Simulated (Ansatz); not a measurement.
System: sum formula ZnOH (charge +1, singlet). SMILES: [OH][Zn+]
Structure (B3LYP-D3(BJ)/def2-TZVP (Ansatz, an electronic-structure program) minimum search):
```
O
H 1 0.9735
Zn 1 1.7713 2 113.57
```
Charge +1, spin multiplicity 1.

Parts of the frozen-core correlation energy in STO-3G (Ansatz, hartree). Frozen orbitals: 10; correlated occupied orbitals by spin: 9 and 9; virtual: 5 and 5. No spin-orbit coupling. No relativistic terms. The restricted reference is unstable. The program attaches cautions to this run: large difference.

| term | value |
|---|---|
| reference (HF) | -1831.56417 |
| MP2 opposite-spin | [?] |
| MP2 same-spin | [?] |
| CCSD correlation | [?] |
| (T) | -0.01240 |
| FCI minus CCSD(T) | -0.00553 |
| T1 diagnostic | 0.034 |
| largest doubles amplitude | 0.423 |

Q: Some entries are withheld; supply them.

A: 
- MP2 opposite-spin, value: -0.08288
- MP2 same-spin, value: -0.01811
- CCSD correlation, value: -0.16443
